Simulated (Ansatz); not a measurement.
The first iterations of a band of CH4ClFSSi (9 atoms, charge 0, multiplicity 1).

These are results of Ansatz, RKS PBE-D4/STO-3G, not measurements.

| Property | Result |
| --- | --- |
| movable images | 7 |
| climbing image | yes |
| spring | 5.0 eV/Å² |
| optimiser | quadratic models (default) |
| start path | through a guess of the saddle point |
| force threshold | 0.03 eV/Å |
| iteration limit | 60 |
| end points | relaxed |

Initial state:

```xyz
9
Properties=species:S:1:pos:R:3
F 1.842 0.307 1.032
C 1.440 0.458 -0.306
S 0.427 -0.973 -0.957
Si -1.296 -0.658 0.237
Cl -2.273 1.167 -0.270
H 2.335 0.516 -0.986
H 0.853 1.412 -0.429
H -2.239 -1.744 -0.001
H -0.999 -0.532 1.662
```

Final state:

```xyz
9
Properties=species:S:1:pos:R:3
F 1.507 -0.062 1.012
C 1.115 0.259 -0.280
S -0.215 -0.951 -0.946
Si -2.131 -0.328 0.390
Cl -1.812 1.775 -0.201
H 1.978 0.220 -1.001
H 0.580 1.252 -0.338
H 0.227 -2.016 -0.192
H -1.161 -0.195 1.539
```

| iteration | highest image above the first end (eV) | largest band force component (eV/Å) |
| --- | --- | --- |
| 1 | 5.491 | 9.869 |
| 2 | 3.731 | 3.433 |
| 3 | 3.338 | 1.790 |
| 4 | 3.279 | 1.165 |
| 5 | 3.129 | 1.234 |
| 6 | 2.912 | 0.895 |
| 7 | 2.783 | 0.899 |
| 8 | 3.072 | 0.739 |
| 9 | 3.099 | 0.762 |
| 10 | 3.037 | 0.265 |
| 11 | 3.015 | 0.253 |
| 12 | 2.999 | 0.261 |
| 13 | 2.992 | 0.244 |
| 14 | 2.988 | 0.190 |
| 15 | 2.986 | 0.144 |
| 16 | 2.983 | 0.066 |

Question: Does the band converge within its limit, and where does its top end?

Answer: It converged. It ended after 50 iterations with the highest image 2.955 eV above the first end. Beside the main top the profile has a ripple of under 15 meV (maxima at images 2, 5), which may be a very shallow well or noise. Neighbouring images differ by up to 2.8 eV, so the band resolves the path poorly. A vibrational analysis at the climbing image gives one clearly imaginary mode, 771i cm⁻¹: a first-order saddle point. The orbitals stay closed-shell, which can raise the energy where a bond breaks towards radicals; this wasn't checked here. Limits of this set-up: minimal basis.

The run took 7.2 min on 1 thread of Intel(R) Xeon(R) 6975P-C (Granite Rapids), on a shared host, peak memory 0.11 GiB.
